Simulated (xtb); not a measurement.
Cd(F)(GeH3) (CdFGeH₃), SMILES [F][Cd][GeH3]. All values are semi-empirical tight-binding results from xtb (GFN2-xTB unless named), good for trends rather than for accurate numbers. Geometry: GFN2-xTB. The structure was generated by enumeration; whether it is a known compound was not checked.

For metal compounds this method's bond lengths and energies can be far off.

Computed properties:
```yaml
orbital_gap: 3.86 eV
zero_point_energy: 13.9 kcal/mol
G − E(el) at 298.15 K (modified RRHO): -6.4 kcal/mol
```
